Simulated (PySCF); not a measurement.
Work out the structure from these simulated measurements.

Formula: C3H2F3N.

- 13C NMR: chemical shifts (computed TMS as zero) by class: 133.5 (1 C), 116.8 (1 C), 26.9 (1 C) ppm [GIAO B97-2/pcSseg-2]
- NMR, other nuclei: isotropic shieldings of nuclei other than C and H, by class: -41 (1 N), 253 (3 F) ppm [GIAO B97-2/pcSseg-2]
- Rotational structure: rotational constants A, B, C: 5.257, 1.790, 1.760 GHz [PBE0-D3(BJ)/def2-TZVP]
- Dipole: 3.31 D [B97-2/pcSseg-2]
- 1H NMR: chemical shifts (computed TMS as zero) by class: 2.91 (2 H) ppm [GIAO B97-2/pcSseg-2]

Gas-phase values; electronic properties from PySCF, density fitting. Levels stand in brackets. Geometry: PBE0-D3(BJ)/def2-TZVP; no solvent, vibrations or thermal averaging. NMR values are class means; diastereotopic atoms form classes of their own.

Question: What is the compound? Reason from the data.

Answer: Numbering: `[N:1]#[C:2][CH2:3][C:4]([F:5])([F:6])[F:7]`. Its formula, C3H2F3N, gives 2 degrees of unsaturation: 0 rings and 2 π bonds in the structure found. 3 carbons fall into 3 classes; from least to most shielded: CF3 carbon [C4] (133.5 ppm), nitrile carbon [C2] (116.8 ppm), sp3 carbon next to a nitrile [C3] (26.9 ppm). All hydrogens form one class (2.91 ppm): methylene hydrogen. The other shieldings belong to: -41 ppm, nitrile nitrogen [N1]; 253 ppm, fluorine of a CF3 group [F5/F6/F7]. The optimised geometry has point group Cs and is an asymmetric top. Structure: CF3CH2CN, `N#CCC(F)(F)F`. Computed isomers that give other values at the same levels: `NC#CC(F)(F)F` (rotational constant A: 5.625 GHz; this holds for the one conformer computed). The assignments are read from this structure; whether some other isomer fits the data as well wasn't checked.

Conformer computed: `[N:1]#[C:2][CH2:3][C:4]([F:5])([F:6])[F:7]`: C2–C3–C4–F5 61°.
